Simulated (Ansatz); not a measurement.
`C[SiH](C)[AlH][NH2]` → `C[CH]([SiH3])[AlH][NH2]`  (isomerisation)

Isolated molecules relaxed with PBE0-D4/def2-TZVP in Ansatz; ΔE leaves out vibrations. CBS: MP2 limit from def2 TZ/QZ plus the TZ coupled-cluster correction, frozen cores. Each species was taken in one conformer, which may not be the lowest.

```csv
species,SCS-MP2/def2-TZVPP energy (Eh)
`C[SiH](C)[AlH][NH2]`,-667.77913
`C[CH]([SiH3])[AlH][NH2]`,-667.76471
```

Problem. Work out ΔE.

Solution. ΔE = (-667.76471) − (-667.77913) = 0.01442 Eh = +37.9 kJ/mol. CCSD(T)/CBS gives +44.9 kJ/mol.

Largest T1 diagnostic among the species: 0.011.

The D4 term adds −4.6 kJ/mol with B3LYP and −2.3 kJ/mol with PBE0; it sums over pairs of atoms, weighted by their polarisabilities, and B3LYP, whose exchange is more repulsive, gets the larger term.

B3LYP here is the variant with VWN-RPA as its local correlation; programs differ in this.
